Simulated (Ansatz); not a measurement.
`CCCCCCCCCCCC[Si](C)(C)Cl`. Total charge 0; triplet. Geometry PBE-D4/def2-SVP, that of the neutral singlet; atoms count from 1.

```tsv
atom	x (Å)	y (Å)	z (Å)
C1	4.654	-0.518	5.752
C2	4.335	-1.027	4.345
C3	3.559	-0.020	3.489
C4	3.232	-0.529	2.081
C5	2.536	0.496	1.172
C6	1.185	1.025	1.683
C7	0.125	-0.051	1.972
C8	-0.217	-0.974	0.792
C9	-0.761	-0.254	-0.447
C10	-1.183	-1.210	-1.567
C11	-1.677	-0.523	-2.850
C12	-2.966	0.298	-2.682
Si13	-3.637	1.079	-4.266
C14	-5.180	2.098	-3.915
C15	-3.952	-0.208	-5.605
Cl16	-2.153	2.393	-4.995
H17	5.215	-1.267	6.346
H18	3.726	-0.274	6.312
H19	5.267	0.407	5.716
H20	3.750	-1.972	4.412
H21	5.279	-1.299	3.822
H22	2.621	0.256	4.021
H23	4.146	0.925	3.411
H24	2.609	-1.449	2.163
H25	4.174	-0.857	1.589
H26	3.218	1.362	1.018
H27	2.400	0.046	0.164
H28	1.345	1.620	2.609
H29	0.787	1.750	0.940
H30	-0.806	0.455	2.314
H31	0.454	-0.675	2.831
H32	-0.968	-1.721	1.132
H33	0.679	-1.570	0.504
H34	0.004	0.449	-0.846
H35	-1.623	0.381	-0.144
H36	-1.978	-1.893	-1.188
H37	-0.321	-1.866	-1.822
H38	-1.834	-1.301	-3.630
H39	-0.876	0.141	-3.247
H40	-2.820	1.119	-1.948
H41	-3.780	-0.342	-2.266
H42	-5.542	2.599	-4.835
H43	-5.994	1.447	-3.532
H44	-4.975	2.879	-3.156
H45	-4.333	0.271	-6.529
H46	-3.021	-0.753	-5.861
H47	-4.705	-0.947	-5.260
```

Single mean-field runs in def2-TZVP are fitted with def2-universal-jkfit. At PBE0-D4/def2-TZVP a singlet of charge 0 lies 7.47 eV below the triplet at the same geometry.

Question: Estimate the Mulliken populations of the heavy atoms from the PBE0/def2-TZVP orbitals of Ansatz.

Answer: 
```json
{"atom": "C1", "charge (e)": "-0.36", "spin (α − β)": "0.00"}
{"atom": "C2", "charge (e)": "-0.16", "spin (α − β)": "0.00"}
{"atom": "C3", "charge (e)": "-0.26", "spin (α − β)": "0.00"}
{"atom": "C4", "charge (e)": "-0.20", "spin (α − β)": "0.00"}
{"atom": "C5", "charge (e)": "-0.17", "spin (α − β)": "0.00"}
{"atom": "C6", "charge (e)": "-0.25", "spin (α − β)": "0.00"}
{"atom": "C7", "charge (e)": "-0.18", "spin (α − β)": "0.00"}
{"atom": "C8", "charge (e)": "-0.20", "spin (α − β)": "0.01"}
{"atom": "C9", "charge (e)": "-0.29", "spin (α − β)": "-0.02"}
{"atom": "C10", "charge (e)": "-0.15", "spin (α − β)": "0.05"}
{"atom": "C11", "charge (e)": "-0.11", "spin (α − β)": "-0.07"}
{"atom": "C12", "charge (e)": "-0.22", "spin (α − β)": "0.30"}
{"atom": "Si13", "charge (e)": "0.07", "spin (α − β)": "0.84"}
{"atom": "C14", "charge (e)": "-0.45", "spin (α − β)": "0.01"}
{"atom": "C15", "charge (e)": "-0.45", "spin (α − β)": "0.02"}
{"atom": "Cl16", "charge (e)": "-0.09", "spin (α − β)": "0.47"}
```
Mulliken values depend strongly on the basis.

Question: Where does the spin sit?

Answer: Summed by element: C 0.31, Si 0.84, Cl 0.47, H 0.39, of 2 unpaired in all. Largest on single atoms: Si13 0.84, Cl16 0.47, C12 0.30.

Question: And the Mayer bond orders between heavy atoms (over 0.3)?

Answer: C1–C2 1.01 (1.53 Å); C2–C3 1.02 (1.53 Å); C3–C4 1.01 (1.53 Å); C4–C5 1.00 (1.54 Å); C5–C6 0.98 (1.54 Å); C6–C7 0.98 (1.54 Å); C7–C8 1.00 (1.54 Å); C8–C9 1.02 (1.53 Å); C9–C10 1.01 (1.53 Å); C10–C11 0.94 (1.54 Å); C11–C12 1.00 (1.54 Å); C12–Si13 0.73 (1.89 Å); Si13–C14 0.97 (1.88 Å); Si13–C15 0.91 (1.88 Å); Si13–Cl16 0.81 (2.11 Å).
